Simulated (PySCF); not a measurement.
EPR parameters of C6H7F2

Compound: C6H7F2 (doublet state).
Cartesian coordinates in Å at the GFN2-xTB level; atoms count from 1:
```xyz
15
C6H7F2 angstrom
C     -0.6010    2.2251    0.1810
C     -0.5948    0.9572    0.0210
C     -1.4444   -0.0649   -0.7047
C     -0.6771   -1.2025   -0.0090
C      0.3050   -0.1860    0.5796
F      0.4000   -0.2026    1.9545
C      1.7297   -0.2051    0.0374
F      1.7224   -0.2565   -1.3277
H     -0.0929    3.0167    0.6722
H     -1.2987   -0.0324   -1.7827
H     -2.5064   -0.0026   -0.4786
H     -1.2481   -1.7041    0.7687
H     -0.2216   -1.9389   -0.6668
H      2.2563   -1.0965    0.3987
H      2.2672    0.7010    0.3346
```

The hyperfine couplings belong to this conformer and change with its torsions.

The species is `FC[C@]1(/C(CC1)=[C]\[H])F` [radical].

Computed with UKS B3LYP, pcH-1 on C F H, non-relativistic, mean-field spin-orbit, GIAO (PySCF 2.14.0). Geometry: GFN2-xTB, one conformer, isolated molecule. Couplings are sensitive to structure, and on GFN2-xTB geometries they can be far from those on DFT ones. Stability of the SCF solution: not tested.

```
g1, g2, g3                      : 2.00179, 2.00220, 2.00291
g_iso                           : 2.00230
Form of g                       : rhombic: the two nearest values differ by 37 % of g3 − g1
⟨S²⟩                            : 0.7596 (exact 0.7500)
HOMO–LUMO gap, α and β orbitals : 5.87, 5.02 eV
Total energy                    : -432.42415 Eh
```

Hyperfine couplings atom by atom, in mT; T1 to T3 are the principal values of the dipolar part; ρ(0) is the spin density at the nucleus (MHz turned into mT with g_iso):

| atom | isotope | a_iso | T1 | T2 | T3 | Mulliken spin population | ρ(0) (bohr⁻³) |
| --- | --- | --- | --- | --- | --- | --- | --- |
| C1 | 13C | 9.20 | -2.83 | -2.07 | 4.90 | 1.01 | 0.2293 |
| C2 | 13C | -1.00 | -0.63 | 0.01 | 0.62 | -0.19 | -0.0249 |
| C3 | 13C | 2.59 | -0.22 | -0.19 | 0.42 | 0.07 | 0.0645 |
| C4 | 13C | -0.16 | -0.03 | 0.00 | 0.04 | 0.00 | -0.0040 |
| C5 | 13C | 3.78 | -0.46 | -0.43 | 0.89 | 0.11 | 0.0942 |
| F6 | 19F | -0.16 | -0.86 | -0.40 | 1.26 | 0.00 | -0.0011 |
| C7 | 13C | -0.19 | -0.02 | -0.01 | 0.03 | 0.00 | -0.0048 |
| F8 | 19F | -0.07 | -0.06 | 0.02 | 0.04 | 0.00 | -0.0004 |
| H9 | 1H | 0.50 | -1.15 | -0.20 | 1.35 | 0.00 | 0.0031 |
| H10 | 1H | -0.38 | -0.13 | -0.06 | 0.19 | 0.00 | -0.0024 |
| H11 | 1H | -0.34 | -0.15 | -0.05 | 0.20 | 0.00 | -0.0021 |
| H12 | 1H | 0.01 | -0.05 | -0.03 | 0.09 | 0.00 | 0.0001 |
| H13 | 1H | 0.01 | -0.06 | -0.02 | 0.08 | 0.00 | 0.0000 |
| H14 | 1H | 0.23 | -0.05 | -0.03 | 0.07 | 0.00 | 0.0015 |
| H15 | 1H | 0.04 | -0.08 | -0.05 | 0.13 | 0.00 | 0.0003 |

The largest Mulliken spin populations are on C1 (+1.01), C2 (-0.19), C5 (+0.11) and C3 (+0.07). C1 is the only atom above +0.15. The positive populations add up to 1.20 and the negative ones to -0.20, together 2S = 1.

Under fast tumbling the dipolar parts average out, and these isotropic splittings remain (the largest six): 1 × 1H (H9, I = 1/2, 2 lines) with 0.50 mT, 1 × 1H (H10, I = 1/2, 2 lines) with 0.38 mT, 1 × 1H (H11, I = 1/2, 2 lines) with 0.34 mT, 1 × 1H (H14, I = 1/2, 2 lines) with 0.23 mT, 1 × 19F (F6, I = 1/2, 2 lines) with 0.16 mT and 1 × 19F (F8, I = 1/2, 2 lines) with 0.07 mT.

The 13C coupling of C1 (257.8 MHz) shows only in satellite lines or after enrichment, since that isotope makes up about 1.07 % of natural carbon.

The spin density at the nucleus, in bohr⁻³, is negative for C2 (-0.0249), C7 (-0.0048) and C4 (-0.0040), for instance. A restricted open-shell determinant has no negative spin density anywhere; here it arises because α and β orbitals differ (spin polarisation).

Hardware: INTEL XEON PLATINUM 8581C at 2.10 GHz, one thread, shared host with 80 logical CPUs at a one-minute load of 10. Cost: 56 s of wall time (with the writing of density and orbital grids), 1.1 GiB resident at most.
